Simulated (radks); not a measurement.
Values are calculated unless marked as measured or tabulated.
Valence configurations of Ag+ (all share [Kr]). Level of theory: Dirac Kohn-Sham, BLYP, spin-unpolarised, spherical densities, finite nucleus; open shells fill j = l - 1/2 first; Fermi nuclear charge, rms radius 4.5454 fm (a radial shooting solver on a logarithmic mesh with Libxc functionals). Energies are relative to 4d10; eigenvalues in eV.

[
 {"valence": "4d10", "E (eV)": "0.000", "e(4d3/2)": "-15.926", "e(4d5/2)": "-15.359", "e(5p1/2)": "-", "e(5p3/2)": "-", "e(5s1/2)": "-"},
 {"valence": "4d9 5s1", "E (eV)": "4.919", "e(4d3/2)": "-19.452", "e(4d5/2)": "-18.846", "e(5p1/2)": "-", "e(5p3/2)": "-", "e(5s1/2)": "-12.850"},
 {"valence": "4d9.5 5s0.5", "E (eV)": "2.196", "e(4d3/2)": "-17.653", "e(4d5/2)": "-17.067", "e(5p1/2)": "-", "e(5p3/2)": "-", "e(5s1/2)": "-12.160"},
 {"valence": "4d8 5s2", "E (eV)": "12.074", "e(4d3/2)": "-23.228", "e(4d5/2)": "-22.582", "e(5p1/2)": "-", "e(5p3/2)": "-", "e(5s1/2)": "-14.230"},
 {"valence": "4d9 5p1", "E (eV)": "10.238", "e(4d3/2)": "-20.793", "e(4d5/2)": "-20.183", "e(5p1/2)": "-8.313", "e(5p3/2)": "-", "e(5s1/2)": "-"},
 {"valence": "4d8 5p2", "E (eV)": "23.815", "e(4d3/2)": "-25.720", "e(4d5/2)": "-25.066", "e(5p1/2)": "-9.753", "e(5p3/2)": "-", "e(5s1/2)": "-"},
 {"valence": "4d9 5s0.5 5p0.5", "E (eV)": "7.556", "e(4d3/2)": "-20.134", "e(4d5/2)": "-19.526", "e(5p1/2)": "-7.977", "e(5p3/2)": "-", "e(5s1/2)": "-13.296"},
 {"valence": "4d9.5 5p0.5", "E (eV)": "4.718", "e(4d3/2)": "-18.350", "e(4d5/2)": "-17.761", "e(5p1/2)": "-7.539", "e(5p3/2)": "-", "e(5s1/2)": "-"},
 {"valence": "4d7.5 5p2.5", "E (eV)": "32.144", "e(4d3/2)": "-28.290", "e(4d5/2)": "-27.615", "e(5p1/2)": "-10.485", "e(5p3/2)": "-10.024", "e(5s1/2)": "-"},
 {"valence": "4d7 5p3", "E (eV)": "41.411", "e(4d3/2)": "-30.871", "e(4d5/2)": "-30.173", "e(5p1/2)": "-11.198", "e(5p3/2)": "-10.692", "e(5s1/2)": "-"}
]

NIST lists [Kr] 4d10 as the ground configuration; this level of theory agrees among the configurations tried. The energies are those of spherical spin-averaged densities, not of single terms.
